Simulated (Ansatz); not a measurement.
Geometry optimisation of Ge20H28, a nanocrystal cut from cubic germanium.

```yaml
crystal:
  periodic: [false, false, false]
  atoms:
    - {symbol: Ge, position_ang: [-4.048170, 2.071700, -0.318940]}
    - {symbol: Ge, position_ang: [-1.573930, -3.118900, 3.012600]}
    - {symbol: Ge, position_ang: [1.787980, -3.535660, -0.327250]}
    - {symbol: Ge, position_ang: [-1.100710, 2.174270, -3.193160]}
    - {symbol: Ge, position_ang: [1.719870, -0.656460, -3.190300]}
    - {symbol: Ge, position_ang: [-1.099560, -0.701760, -0.370260]}
    - {symbol: Ge, position_ang: [-1.148400, 1.948170, 2.545940]}
    - {symbol: Ge, position_ang: [1.720520, -0.822740, 2.512450]}
    - {symbol: Ge, position_ang: [1.742860, 2.132760, -0.396650]}
    - {symbol: Ge, position_ang: [4.560790, -0.723980, -0.274650]}
    - {symbol: Ge, position_ang: [-2.547270, -1.948760, 1.151610]}
    - {symbol: Ge, position_ang: [-2.514240, 0.822710, -1.719920]}
    - {symbol: Ge, position_ang: [-3.011880, 3.117340, 1.577280]}
    - {symbol: Ge, position_ang: [0.393820, -2.132970, -1.745860]}
    - {symbol: Ge, position_ang: [0.320780, -2.071350, 4.047040]}
    - {symbol: Ge, position_ang: [3.194400, -2.174270, 1.099300]}
    - {symbol: Ge, position_ang: [0.271310, 0.724450, -4.561050]}
    - {symbol: Ge, position_ang: [0.326450, 3.536010, -1.789250]}
    - {symbol: Ge, position_ang: [3.187180, 0.655790, -1.723930]}
    - {symbol: Ge, position_ang: [0.370340, 0.701000, 1.098000]}
    - {symbol: H, position_ang: [-4.786320, 3.109630, -1.148750]}
    - {symbol: H, position_ang: [-5.169240, 1.154020, 0.130420]}
    - {symbol: H, position_ang: [-2.649160, -3.437930, 4.034370]}
    - {symbol: H, position_ang: [-1.162170, -4.499500, 2.536810]}
    - {symbol: H, position_ang: [2.566630, -4.545350, -1.154400]}
    - {symbol: H, position_ang: [0.895100, -4.443090, 0.511970]}
    - {symbol: H, position_ang: [-1.949250, 3.094880, -4.081660]}
    - {symbol: H, position_ang: [2.594240, -1.523330, -4.110410]}
    - {symbol: H, position_ang: [-1.704590, 0.923340, 3.532090]}
    - {symbol: H, position_ang: [-0.379770, 2.863820, 3.484250]}
    - {symbol: H, position_ang: [2.637980, 0.079310, 3.358280]}
    - {symbol: H, position_ang: [2.628790, 3.030270, 0.481900]}
    - {symbol: H, position_ang: [5.603070, -1.498360, -1.066200]}
    - {symbol: H, position_ang: [5.425070, 0.167040, 0.600570]}
    - {symbol: H, position_ang: [-3.487800, -2.863210, 0.383540]}
    - {symbol: H, position_ang: [-3.532180, -0.922240, 1.708350]}
    - {symbol: H, position_ang: [-3.361310, -0.078400, -2.638780]}
    - {symbol: H, position_ang: [-4.031290, 3.438430, 2.652550]}
    - {symbol: H, position_ang: [-2.536760, 4.498010, 1.165100]}
    - {symbol: H, position_ang: [-0.481840, -3.036170, -2.629680]}
    - {symbol: H, position_ang: [1.149290, -3.106200, 4.789450]}
    - {symbol: H, position_ang: [-0.125410, -1.155700, 5.169860]}
    - {symbol: H, position_ang: [4.086050, -3.094430, 1.946700]}
    - {symbol: H, position_ang: [-0.605830, -0.163920, -5.425340]}
    - {symbol: H, position_ang: [1.064930, 1.499950, -5.600000]}
    - {symbol: H, position_ang: [1.157460, 4.539700, -2.569510]}
    - {symbol: H, position_ang: [-0.506280, 4.448670, -0.897320]}
    - {symbol: H, position_ang: [4.108450, 1.523380, -2.597160]}
basis:
  gaussian: {orbitals: def2-SVP, fitting: {mean_field: def2-universal-jkfit}}
hamiltonian: {xc: pbe, dispersion: d4}
scf: {lower_state_search: "off"}
output: {orbitals: {seedname: orbitals}}
relax: {f_tol: 0.03, max_steps: 70}
```

```sh
$ ansatz run in.yaml --threads 11 --pin off --events-out ev --progress --plain --max-ram 174080MiB --backend cuda --devices 0, --max-vram 75GiB
```

Shortened log:

```
Functional definition: PBE
mean field -1130517.97067114 eV, -41545.7691295613 hartree, gradient 7.5e-6 eV, S^2 0.000000; 0 other end points of the search recorded, 0 dependent functions left out
relax step   1: F+E_penalty+E_count = -1130521.24196948 eV  Δ(F+E_penalty+E_count) = +0.000e0 eV  max|allowed force component| = 5.641e-1 eV/Å  Δτ_max = 0.0000 Å  (19 SCF iters, accepted)
mean field -1130518.43143894 eV, -41545.7860624657 hartree, gradient 2.6e-6 eV, S^2 0.000000; 0 other end points of the search recorded, 0 dependent functions left out
relax step   2: F+E_penalty+E_count = -1130521.73958947 eV  Δ(F+E_penalty+E_count) = -4.976e-1 eV  max|allowed force component| = 2.822e-1 eV/Å  Δτ_max = 0.1753 Å  (21 SCF iters, accepted)
mean field -1130518.55345054 eV, -41545.7905463095 hartree, gradient 1.5e-6 eV, S^2 0.000000; 0 other end points of the search recorded, 0 dependent functions left out
relax step   3: F+E_penalty+E_count = -1130521.84144313 eV  Δ(F+E_penalty+E_count) = -1.019e-1 eV  max|allowed force component| = 4.342e-2 eV/Å  Δτ_max = 0.0884 Å  (20 SCF iters, accepted)
mean field -1130518.56270229 eV, -41545.7908863049 hartree, gradient 3.0e-6 eV, S^2 0.000000; 0 other end points of the search recorded, 0 dependent functions left out
relax step   4: F+E_penalty+E_count = -1130521.85735010 eV  Δ(F+E_penalty+E_count) = -1.591e-2 eV  max|allowed force component| = 2.895e-2 eV/Å  Δτ_max = 0.0937 Å  (19 SCF iters, accepted)
mean field -1130518.56736240 eV, -41545.7910575606 hartree, gradient 1.9e-6 eV, S^2 0.000000; 0 other end points of the search recorded, 0 dependent functions left out
relax step   5: F+E_penalty+E_count = -1130521.87090398 eV  Δ(F+E_penalty+E_count) = -1.355e-2 eV  max|allowed force component| = 7.102e-2 eV/Å  Δτ_max = 0.1937 Å  (19 SCF iters, accepted)
mean field -1130518.57011725 eV, -41545.7911587996 hartree, gradient 1.7e-6 eV, S^2 0.000000; 0 other end points of the search recorded, 0 dependent functions left out
relax step   6: F+E_penalty+E_count = -1130521.87430801 eV  Δ(F+E_penalty+E_count) = -3.404e-3 eV  max|allowed force component| = 7.323e-2 eV/Å  Δτ_max = 0.0545 Å  (20 SCF iters, accepted)
mean field -1130518.57709227 eV, -41545.7914151271 hartree, gradient 2.4e-6 eV, S^2 0.000000; 0 other end points of the search recorded, 0 dependent functions left out
relax step   7: F+E_penalty+E_count = -1130521.87941029 eV  Δ(F+E_penalty+E_count) = -5.102e-3 eV  max|allowed force component| = 3.845e-2 eV/Å  Δτ_max = 0.0859 Å  (19 SCF iters, accepted)
mean field -1130518.58216262 eV, -41545.7916014588 hartree, gradient 2.6e-6 eV, S^2 0.000000; 0 other end points of the search recorded, 0 dependent functions left out
relax step   8: F+E_penalty+E_count = -1130521.88240963 eV  Δ(F+E_penalty+E_count) = -2.999e-3 eV  max|allowed force component| = 3.721e-2 eV/Å  Δτ_max = 0.0842 Å  (19 SCF iters, accepted)
mean field -1130518.58278402 eV, -41545.7916242947 hartree, gradient 2.2e-6 eV, S^2 0.000000; 0 other end points of the search recorded, 0 dependent functions left out
relax step   9: F+E_penalty+E_count = -1130521.88133366 eV  Δ(F+E_penalty+E_count) = +1.076e-3 eV  max|allowed force component| = 1.082e-1 eV/Å  Δτ_max = 0.0946 Å  (19 SCF iters, rejected (line search))
mean field -1130518.58308957 eV, -41545.7916355236 hartree, gradient 1.8e-6 eV, S^2 0.000000; 0 other end points of the search recorded, 0 dependent functions left out
relax step  10: F+E_penalty+E_count = -1130521.88390874 eV  Δ(F+E_penalty+E_count) = -1.499e-3 eV  max|allowed force component| = 3.197e-2 eV/Å  Δτ_max = 0.0462 Å  (20 SCF iters, accepted)
mean field -1130518.58429796 eV, -41545.7916799312 hartree, gradient 2.0e-6 eV, S^2 0.000000; 0 other end points of the search recorded, 0 dependent functions left out
relax step  11: F+E_penalty+E_count = -1130521.88531872 eV  Δ(F+E_penalty+E_count) = -1.410e-3 eV  max|allowed force component| = 3.330e-2 eV/Å  Δτ_max = 0.0351 Å  (20 SCF iters, accepted)
mean field -1130518.58484345 eV, -41545.7916999775 hartree, gradient 1.9e-6 eV, S^2 0.000000; 0 other end points of the search recorded, 0 dependent functions left out
relax step  12: F+E_penalty+E_count = -1130521.88581222 eV  Δ(F+E_penalty+E_count) = -4.935e-4 eV  max|allowed force component| = 2.046e-2 eV/Å  Δτ_max = 0.0085 Å  (22 SCF iters, accepted)
Total energy: -1130521.88590762 eV, -41545.9130118484 hartree
Atom 0 at    -4.056204     2.014881    -0.279564 Å, force    -0.000895    -0.011387     0.006472 eV/Å
Atom 1 at    -1.413284    -3.309043     2.860659 Å, force    -0.004658    -0.011969    -0.001240 eV/Å
Atom 2 at     1.748192    -3.567604    -0.360173 Å, force     0.001221    -0.020043    -0.003008 eV/Å
Atom 3 at    -1.125278     2.165777    -3.098951 Å, force     0.012150     0.000962     0.000090 eV/Å
Atom 4 at     1.665918    -0.688812    -3.102903 Å, force     0.004462    -0.007554     0.009384 eV/Å
Atom 5 at    -1.129792    -0.711664    -0.282695 Å, force    -0.011131     0.004776    -0.000782 eV/Å
Atom 6 at    -1.200086     1.974936     2.618143 Å, force    -0.008033    -0.008404    -0.003131 eV/Å
Atom 7 at     1.699033    -0.727717     2.528334 Å, force     0.005463    -0.003737    -0.001728 eV/Å
Atom 8 at     1.695575     2.138317    -0.275051 Å, force     0.005667    -0.000114    -0.006115 eV/Å
Atom 9 at     4.520167    -0.743075    -0.274816 Å, force     0.002825    -0.006209    -0.006437 eV/Å
Atom 10 at    -2.617688    -1.974212     1.202116 Å, force     0.002947     0.008452     0.008467 eV/Å
Atom 11 at    -2.529273     0.727832    -1.697533 Å, force     0.001777     0.003882    -0.005438 eV/Å
Atom 12 at    -2.859438     3.309721     1.414754 Å, force     0.001066     0.011004     0.004891 eV/Å
Atom 13 at     0.273678    -2.138631    -1.695406 Å, force     0.005783     0.000283    -0.005844 eV/Å
Atom 14 at     0.281937    -2.014408     4.056366 Å, force    -0.006772     0.011518     0.001136 eV/Å
Atom 15 at     3.099349    -2.166040     1.123633 Å, force    -0.000098    -0.000844    -0.011940 eV/Å
Atom 16 at     0.271966     0.742351    -4.520486 Å, force     0.005800     0.005942    -0.002940 eV/Å
Atom 17 at     0.359549     3.567320    -1.748865 Å, force     0.002634     0.020457    -0.000807 eV/Å
Atom 18 at     3.101911     0.688140    -1.668060 Å, force    -0.009089     0.007332    -0.004218 eV/Å
Atom 19 at     0.283482     0.711744     1.129489 Å, force     0.000992    -0.004387     0.011199 eV/Å
Atom 20 at    -4.916552     2.971091    -1.158371 Å, force     0.001832     0.001855     0.004345 eV/Å
Atom 21 at    -5.026454     1.027355     0.432594 Å, force     0.002847     0.006610     0.000658 eV/Å
Atom 22 at    -2.429160    -3.900641     3.884203 Å, force     0.008155     0.003178    -0.006726 eV/Å
Atom 23 at    -0.725938    -4.502236     2.138883 Å, force     0.000118     0.001368     0.004620 eV/Å
Atom 24 at     2.697719    -4.346757    -1.321257 Å, force    -0.007687     0.007084     0.012289 eV/Å
Atom 25 at     0.927669    -4.613230     0.450867 Å, force     0.009962     0.013646    -0.009069 eV/Å
Atom 26 at    -2.032638     3.072953    -3.989889 Å, force    -0.001137    -0.001791     0.003610 eV/Å
Atom 27 at     2.581717    -1.587892    -3.994968 Å, force    -0.004595     0.000152    -0.001486 eV/Å
Atom 28 at    -1.947223     0.945303     3.517500 Å, force     0.003128     0.001892     0.000995 eV/Å
Atom 29 at    -0.354357     2.885367     3.557737 Å, force    -0.003930     0.003137    -0.003559 eV/Å
Atom 30 at     2.645062     0.186026     3.373419 Å, force    -0.000553    -0.001100    -0.000493 eV/Å
Atom 31 at     2.608339     3.011162     0.644556 Å, force    -0.004166     0.000676     0.001513 eV/Å
Atom 32 at     5.424338    -1.625901    -1.186890 Å, force     0.000706     0.003029     0.004876 eV/Å
Atom 33 at     5.448006     0.132886     0.617883 Å, force    -0.003079     0.002761     0.002379 eV/Å
Atom 34 at    -3.558273    -2.884353     0.357176 Å, force     0.003615    -0.003263     0.004131 eV/Å
Atom 35 at    -3.516077    -0.944354     1.950103 Å, force    -0.001086    -0.001635    -0.003471 eV/Å
Atom 36 at    -3.375115    -0.185965    -2.642837 Å, force     0.000494     0.001219     0.000507 eV/Å
Atom 37 at    -3.882350     3.901122     2.431354 Å, force     0.006492    -0.003012    -0.008023 eV/Å
Atom 38 at    -2.138327     4.503035     0.726958 Å, force    -0.004371    -0.001396    -0.000226 eV/Å
Atom 39 at    -0.646600    -3.011458    -2.607511 Å, force    -0.001550    -0.000726     0.004227 eV/Å
Atom 40 at     1.161198    -2.970633     4.916273 Å, force    -0.004631    -0.001700    -0.002069 eV/Å
Atom 41 at    -0.429663    -1.026790     5.026967 Å, force    -0.000292    -0.006678    -0.003004 eV/Å
Atom 42 at     3.990796    -3.073237     2.030468 Å, force    -0.003644     0.001794     0.001252 eV/Å
Atom 43 at    -0.621714    -0.133749    -5.447257 Å, force    -0.002222    -0.002734     0.002950 eV/Å
Atom 44 at     1.183408     1.624732    -5.425711 Å, force    -0.004739    -0.003001    -0.000635 eV/Å
Atom 45 at     1.319939     4.346705    -2.698955 Å, force    -0.012555    -0.007516     0.008008 eV/Å
Atom 46 at    -0.451103     4.612802    -0.927703 Å, force     0.009366    -0.013817    -0.010236 eV/Å
Atom 47 at     3.993638     1.586814    -2.584583 Å, force     0.001411     0.000011     0.004628 eV/Å
Dipole moment:     0.007087     0.000044    -0.007117 e Å
Checks for a lower state left out: stability, starts, cluster_reference, orbital_swaps, neighbouring_geometries, increment
```

Run time 50 s (11 threads of AMD EPYC 7R13 on a shared host and a whole NVIDIA H100 80GB HBM3), peak host memory 1.6 GiB.

Single mean-field runs in def2-SVP are fitted with def2-universal-jkfit.
